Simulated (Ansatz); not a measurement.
`[NH2][Zn][AlH][Cl]` + H₂ → `[NH2][ZnH]` + `[AlH2][Cl]` at 400 K and 1 bar (hydrogenolysis of a Zn–Al bond).

Computed with Ansatz on PBE0-D4/def2-TZVP structures; ΔE is electronic, products minus reactants. CCSD(T)/CBS adds triple-zeta CCSD(T) − MP2 to the extrapolated MP2 energy (def2 sets, frozen cores). This one scheme is used for every species. For Zn outer-core shells are correlated without core-valence functions, which leaves a few kJ/mol of doubt a bond. Scalar relativity is left out up to krypton. One conformer a species, not always the lowest.

```
             species  CCSD(T)/CBS energy (Eh)  H − E (kJ/mol)  S (J/(mol·K))
`[NH2][Zn][AlH][Cl]`              -2536.75835           120.4          406.9
                  H₂                 -1.17544            38.0          139.0
        `[NH2][ZnH]`              -1834.88092            99.5          279.2
        `[AlH2][Cl]`               -703.04476            55.2          269.1
```

H − E and S are ideal-gas, rigid-rotor, harmonic terms from PBE0-D4/def2-TZVP, for one conformer and one mirror image of each species. The MP2-based limit puts H₂ 0.8 mEh under its directly extrapolated value; such offsets cancel only in part. 1 Eh = 2625.50 kJ/mol, R = 8.31446 J/(mol·K).

Task: By hand: ΔE, ΔH, ΔS and ΔG.

Result: ΔE = (-1834.88092) + (-703.04476) − (-2536.75835) − (-1.17544) = 0.00811 Eh = 21.3 kJ/mol. Δ(H − E) = 99.5 + 55.2 − 120.4 − 38.0 = -3.7, so ΔH = 17.6 kJ/mol. ΔS = 279.2 + 269.1 − 406.9 − 139.0 = 2.4 J/(mol·K). ΔG = 17.6 − 400 × (2.4)/1000 = 16.6 kJ/mol.

Task: By hand: the equilibrium constant, and the temperature at which ΔG would vanish if ΔH and ΔS stayed fixed.

Result: log₁₀ K = −ΔG/(RT ln 10) = -2.2. ΔG = 0 at ΔH/ΔS = 7333 K, far beyond where these terms or the molecules hold.

The number of gas molecules stays the same, so ΔS is small and ΔH decides. A doubt of 5 kJ/mol in ΔE shifts log₁₀ K by 0.7 here. Other conformers and mirror images would add mixing entropy, several J/(mol·K) or more a flexible species. These are equilibria of isolated gas molecules and say nothing of rates. Largest T1 diagnostic: 0.016 (customary marks: 0.02 for closed shells, 0.045 for open ones).
